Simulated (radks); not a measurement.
Question: The mean radii <r> (bohr) of the occupied orbitals of an atom or ion are listed with their occupations. Calculated with a radial shooting solver on a logarithmic mesh with Libxc functionals: Dirac Kohn-Sham, PBE, spin-unpolarised, spherical densities, point nucleus.

| orbital | occ. | <r> |
|---|---|---|
| 1s1/2 | 2 | 0.02232 |
| 2s1/2 | 2 | 0.09458 |
| 2p1/2 | 2 | 0.07907 |
| 2p3/2 | 4 | 0.08580 |
| 3s1/2 | 2 | 0.2491 |
| 3p1/2 | 2 | 0.2388 |
| 3p3/2 | 4 | 0.2517 |
| 3d3/2 | 4 | 0.2236 |
| 3d5/2 | 6 | 0.2276 |
| 4s1/2 | 2 | 0.5661 |
| 4p1/2 | 2 | 0.5792 |
| 4p3/2 | 4 | 0.6086 |
| 4d3/2 | 4 | 0.6485 |
| 4d5/2 | 6 | 0.6590 |
| 5s1/2 | 2 | 1.382 |
| 5p1/2 | 2 | 1.561 |
| 5p3/2 | 4 | 1.658 |
| 4f5/2 | 6 | 0.9619 |
| 6s1/2 | 1 | 3.880 |
| 4f7/2 | 1 | 0.9816 |
| 7f5/2 | 1 | 42.14 |

Name the element and its charge. Open shells, if any, fill j = l - 1/2 first.

Answer: Z = 63, europium, charge 0: Eu in [Xe] 4f7 6s1 7f1. The 1s radius gives Z: for a bare nucleus <r> = (2 gamma + 1)/(2Z) with gamma = sqrt(1 - (Z/c)^2), 0.02203 bohr for Z = 63, and screening makes it slightly larger (0.02232 here). The occupations add up to 63, and the charge is Z minus that.
